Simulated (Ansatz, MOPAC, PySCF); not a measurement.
Pair of molecules: hydrogen isocyanide (SMILES [C-]#[NH+]) (first 3 atoms) with hydrogen isocyanide (SMILES [C-]#[NH+]); geometry from B3LYP-D3(BJ)/def2-TZVP, rigid monomers moved along the line of their centres of mass till H3···C4 is 3.70 Å.
(charge 0, multiplicity 1):
```xyz
6

C     -0.217     0.394    -1.131
N     -0.116     0.330     0.026
H     -0.028     0.275     1.036
C      0.291     0.074     4.713
N      0.391     0.012     5.865
H      0.478    -0.041     6.859
```

| level | interaction energy (kJ/mol) | minus CCSD(T)/CBS(aug-cc-pVDZ, aug-cc-pVTZ) | cost |
|---|---|---|---|
| AM1 | -5.2 | 4.9 | - |
| HF/6-31G* | -8.4 | 1.6 | - |
| HF/6-31G* (no counterpoise) | -9.2 | 0.9 | - |
| PBE-D3(BJ)/def2-TZVPPD | -10.4 | -0.3 | ×1 |
| r2SCAN/def2-TZVPPD | -9.5 | 0.6 | ×2 |
| r2SCAN-D4/def2-TZVPPD | -9.8 | 0.3 | ×2 |
| B3LYP/6-31G* | -9.0 | 1.1 | - |
| B3LYP/6-31G* (no counterpoise) | -10.0 | 0.1 | - |
| PBE0/def2-TZVPPD | -9.5 | 0.5 | ×1 |
| PBE0-D3(BJ)/def2-TZVPPD | -10.1 | 0.0 | ×1 |
| MP2/CBS(aug-cc-pVDZ, aug-cc-pVTZ) | -10.8 | -0.7 | - |
| CCSD(T)/aug-cc-pVDZ | -10.2 | -0.1 | ×6 |
| CCSD(T)/aug-cc-pVTZ | -10.1 | 0.0 | ×500* |
| CCSD(T)/CBS(aug-cc-pVDZ, aug-cc-pVTZ) | -10.1 | 0.0 | ×500* |

 The comparison column counts from a level with limits of its own.

The rows run from -10.8 (MP2/CBS(aug-cc-pVDZ, aug-cc-pVTZ)) to -5.2 kJ/mol (AM1). From aug-cc-pVDZ to aug-cc-pVTZ CCSD(T) changes by 0.1. The dispersion term adds -0.3 in r2SCAN-D4, -0.6 in PBE0-D3(BJ).

Interaction energies are E(AB) − E(A) − E(B) at the monomers' geometry in the complex; basis-set methods are counterpoise corrected. Rows marked so take none.

Correlated levels freeze the cores. CBS: X⁻³ extrapolation of the correlation energy, Hartree–Fock from the larger set. Rows in 6-31G* carry no dispersion term and start afresh at each structure (6-31G* with six Cartesian d functions). The state reached by AM1 isn't checked.

Run with Ansatz (Gaussian basis) for Hartree–Fock, density functionals and correlated methods; MOPAC for AM1 (differences of heats of formation); PySCF for 6-31G* rows, the dispersion terms. 

Costs are rough ratios of core time to PBE/def2-TZVPPD (about 2.5 s over the structures, on one shared machine); a dash marks a level with no comparable run of its own. A star marks coupled-cluster runs past 200 virtual orbitals, where the program's memory plan changes under this machine's limit, so their costs aren't comparable with smaller runs.

Ansatz is a first-principles code.
